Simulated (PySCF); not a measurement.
## Static response to an electric field

C4HF5.
SMILES with atom numbers: `[F:1][C:2]1=[C:3]([C:4]([F:5])([F:6])[F:7])[C@H:8]1[F:9]` (hydrogens: H10 on C8)

Structure used (GFN2-xTB), in Å, numbered top down from 1:
```
atom  x, y, z in Å
F1    -1.8047    1.8130   -0.4847
C2    -1.1519    0.7267   -0.2059
C3    -0.0051    0.1117   -0.0790
C4     1.4738    0.1221   -0.1253
F5     1.9462    1.3069   -0.5272
F6     1.9440   -0.7978   -0.9811
F7     2.0209   -0.1405    1.0651
C8    -1.2524   -0.6866    0.2142
F9    -1.5517   -0.9570    1.5159
H10   -1.6102   -1.4937   -0.4145
```

Level: B3LYP/def2-SVPD (PySCF), static field, nuclei fixed, core orbitals frozen in the response. The polarisability tensor in these axes (au):

```
x   58.12 -1.33 -1.15
y   -1.33 49.29 -3.39
z   -1.15 -3.39 42.53
```

Question: What are the eigenvalues, a third of the trace, and Δα (Δα² = ½Σ(αi − αj)² over the three pairs)?

Answer: Principal values 40.98, 50.62 and 58.34 au; mean 49.98 au = 7.41 Å³ = 8.24 × 10⁻⁴⁰ C²·m²/J; Δα = 15.07 au (30 % of the mean).

Question: What is the dipole moment, and where does it point?

Answer: (-1.24, -0.17, -1.33) D, 1.83 D in size, pointing from the negative to the positive side. Measured along this direction, the outermost atoms are F7 at the negative end and H10 at the positive end.

Question: Find the Langevin capture rate constant for H3+ (3.023 u) meeting this molecule (144.000 u), k = 2.342 × 10⁻⁹ cm³/s × √(α in Å³ / reduced mass in u).

Answer: The reduced mass is 2.96 u, so k = 3.70 × 10⁻⁹ cm³/s. The formula leaves out the permanent dipole, which adds to the capture rate.

Question: Estimate the molar refractivity from the static electronic polarisability.

Answer: Lorentz–Lorenz: R = (4π/3)N_A α = 2.5225 cm³/(mol·Å³) × 7.41 Å³ = 18.7 cm³/mol, in the limit of long wavelengths.

Question: What are the principal values of the traceless quadrupole moment, Θ = ½Σq(3rr − r²1), about the centre of nuclear charge?

Answer: -6.01, -0.19, 6.20 D·Å. The values depend on the origin, since the dipole doesn't vanish. The electronic extent ⟨r²⟩ about the same centre is 1167 bohr², a root-mean-square distance of 2.16 Å for the 70 electrons.

Question: Refractivity n − 1 of an ideal gas of it at 500 K and 1 atm, from the electronic α?

Answer: N = p/kT = 1.4678 × 10¹⁹ cm⁻³, so n − 1 = 2π × N × 7.41 × 10⁻²⁴ cm³ = 683 × 10⁻⁶ at long wavelengths.

Question: What depolarisation ratio follows for Rayleigh scattering of linearly polarised light, taking the static tensor?

Answer: ρ = 3Δα²/(45ᾱ² + 4Δα²) = 681.3/(112416 + 908.4) = 0.00601.

Isolated species at its GFN2-xTB geometry, gas phase.
